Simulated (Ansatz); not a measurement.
System: MoH2, net charge 0, quintet state. The spin state was set by rule; other spins were not relaxed. 
Structure (B3LYP-D3(BJ)/def2-TZVP (Ansatz, a first-principles code) minimum search):
SMILES: [MoH2]
```xyz
3

Mo     0.0001    -0.0027    -0.0453
H      1.3883     0.0600     0.9546
H     -1.3935     0.0553     0.9474
```
Charge 0, spin multiplicity 5.

Basis-set convergence of Hartree-Fock and CCSD correlation energies (hartree) with Ansatz. Valence correlation only, unless marked. Open shells are spin-unrestricted. No spin-orbit coupling. The frozen core is the preceding noble-gas configuration, with the filled d and f shells of earlier blocks. In def2 rows, elements after Kr have scalar-relativistic effective core potentials.

```csv
basis,functions,E(HF),"E(corr, CCSD)"
def2-SVP,41,-68.63755,-0.12833
def2-TZVPP,84,-68.66227,-0.16268
def2-QZVPP,141,-68.66485,-0.16973
```

Extrapolating the two largest sets (X = 3 and 4) as X^-3: E(corr) = (64·(-0.16973) - 27·(-0.16268))/37 = -0.1749 Eh, an estimate of the basis-set limit. The largest set recovers 97.1 % of it, the smallest 73.4 %.
